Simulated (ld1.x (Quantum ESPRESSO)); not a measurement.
**Configuration tests for Kr (RRKJ)**

```
Element                 : Kr (Z = 36)
Generator               : ld1.x (Quantum ESPRESSO) 7.5
Type                    : norm-conserving RRKJ (Kleinman–Bylander form)
Functional              : PW91
Relativity              : fully relativistic
Frozen core             : [Ar]
Valence charge          : 18
Reference configuration : 3d10 4s2 4p5 (charge +1)
Partial waves           : 4p (bound): rc 1.25 bohr; 3d (bound): rc 0.95 bohr; 4s (bound): rc 1.10 bohr
Local potential         : the s channel
Core correction         : Bessel-smoothed model core inside 0.95 bohr
```

Open shells are filled in proportion to 2j + 1 (rel_dist='average').

Energies are relative to the spin-unpolarised reference configuration 3d10 4s2 4p5; without spin polarisation the order of configurations can differ from experiment.

```tsv
valence configuration	charge	ΔE all-electron (eV)	error AE − PS (meV)
3d10 4s2 4p6	0	-14.354	-3.1
3d10 4s2 4p4	+2	25.251	-3.3
3d10 4s2 4p3	+3	62.419	-7.5
3d10 4s2 4p5.5	+0.5	-8.466	-0.8
3d9 4s2 4p6	+1	79.622	-903
```

**Question.** What are ΔE and the potential's error for 3d10 4s2 4p2?

**Answer.** ΔE = 112.346 eV all-electron; the error (AE − PS) is +4.7 meV.

**Question.** What are ΔE and the potential's error for 3d10 4s1 4p6?

**Answer.** ΔE = 14.515 eV all-electron; the error (AE − PS) is -5.0 meV.

Note: ghost state, extra bound levels that the all-electron valence spectrum of the same l lacks: p3/2 at -122.8 eV. A true bound ghost makes a file unfit for plane-wave use.
